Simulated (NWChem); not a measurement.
Relativistic effects in Bi

SMILES: [Bi]
```xyz
1

Bi     0.0000     0.0000     0.0000
```
Charge 0, spin multiplicity 4.

Program: NWChem.

Functional PBE0, all-electron basis x2c-SVPall-2c, contracted for the X2C Hamiltonian and used here with ZORA. The ion keeps the geometry and has multiplicity 3 in the scalar run; the spin-orbit run starts from the same electron counts.

Relative cost: rough, from shared machines, SCF included, scalar ZORA = 1.

No SCF solution was tested for a lower state.

```json
[
 {"Hamiltonian": "scalar ZORA", "ΔSCF ionisation energy (eV)": "8.65", "relative cost": "1"},
 {"Hamiltonian": "spin-orbit ZORA", "ΔSCF ionisation energy (eV)": "(withheld)", "relative cost": "under 3"}
]
```

What belongs in the gaps?


- spin-orbit ZORA, ΔSCF ionisation energy (eV): 7.30
